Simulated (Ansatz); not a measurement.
Ge(CCH)H3 (C₂H₄Ge). The state is a triplet with charge 0. Geometry r2SCAN-D4/def2-TZVP, that of the neutral singlet; atoms count from 1.

Cartesian coordinates in Å:
```
Ge -0.962 0.484 -0.218
C 0.699 -0.352 0.152
C 1.756 -0.882 0.398
H 2.687 -1.354 0.609
H -2.069 -0.569 -0.147
H -0.905 1.096 -1.619
H -1.205 1.577 0.825
```

At PBE0-D4/def2-TZVP a singlet of charge 0 lies 5.22 eV below the triplet at the same geometry.

Q: Estimate the Mulliken populations from the PBE0/def2-TZVP orbitals of Ansatz.

A: 
| atom | charge (e) | spin (α − β) |
| --- | --- | --- |
| Ge1 | 0.10 | -0.02 |
| C2 | 0.05 | 0.93 |
| C3 | -0.39 | 1.02 |
| H4 | 0.21 | -0.06 |
| H5 | 0.01 | 0.02 |
| H6 | 0.01 | 0.01 |
| H7 | 0.01 | 0.09 |
Mulliken values depend strongly on the basis.

Q: Where does the spin sit?

A: Summed by element: Ge -0.02, C 1.96, H 0.06, of 2 unpaired in all. Largest on single atoms: C3 1.02, C2 0.93, H7 0.09.

Q: And the Mayer bond orders between heavy atoms (over 0.3)?

A: Ge1–C2 0.92 (1.90 Å); C2–C3 2.15 (1.21 Å).
